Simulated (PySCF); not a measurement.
2-methylidenecyclopent-3-en-1-one (C₆H₆O), SMILES C=C1C=CCC1=O.

Coordinates come from a PBE-D3(BJ)/def2-SVP optimisation. Other conformers were not sampled.

Two levels are set side by side: PBE/def2-TZVP (PySCF) and r2SCAN/def2-TZVP (PySCF). Same geometry, gas phase. Differences are taken from unrounded values.

```csv
quantity,r2SCAN,PBE,PBE minus r2SCAN
orbital gap (eV),3.29,2.87,-0.41
highest occupied level (eV),-6.03,-5.74,0.29
lowest empty level (eV),-2.75,-2.87,-0.13
dipole moment (D),2.95,2.85,-0.10
mean polarisability (bohr³),74.6,75.4,0.8
```

Rough cost on one machine, each run with all the roots and properties that it gave: r2SCAN against PBE about 4 times.
